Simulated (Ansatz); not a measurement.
Reaction (ligand exchange at a B–S bond): `CB(S)Br` + CH₃OH → `COB(C)Br` + H₂S

Computed with Ansatz on PBE0-D4/def2-TZVP structures; ΔE is electronic, products minus reactants. CCSD(T)/CBS adds triple-zeta CCSD(T) − MP2 to the extrapolated MP2 energy (def2 sets, frozen cores). This one scheme is used for every species. Functionals use def2-TZVPP. For Br outer-core shells are correlated without core-valence functions, which leaves a few kJ/mol of doubt a bond. Scalar relativity is left out up to krypton. One conformer a species, not always the lowest.

Question: Is it downhill or uphill in electronic energy at CCSD(T)/CBS, and by how much? (Best estimate.)

Answer: Computed: Downhill: ΔE = -66.4 kJ/mol.

Question: What do these levels give: PBE0-D4, ωB97M-V, B2PLYP, PBE0, CCSD/def2-SVP, HF/CBS(def2)? (Estimate.)

Answer: The calculation gave: PBE0-D4 -60.9, ωB97M-V -70.0, B2PLYP -69.5, PBE0 -60.9, CCSD/def2-SVP -79.4, HF/CBS(def2) -79.3 kJ/mol.

Largest T1 diagnostic among the species: 0.011.

Leaving LDA and LC-ωPBE aside and taking each functional with its dispersion term where it has one, the values, not all of them listed here, spread over 19.8 kJ/mol, from CAM-B3LYP-D4 to revPBE-D4. LDA lies −10.4 kJ/mol from PBE without D4. From BLYP to BHLYP (50 % exact exchange), in def2-TZVPP and without D4, ΔE moves by −5.4 kJ/mol.
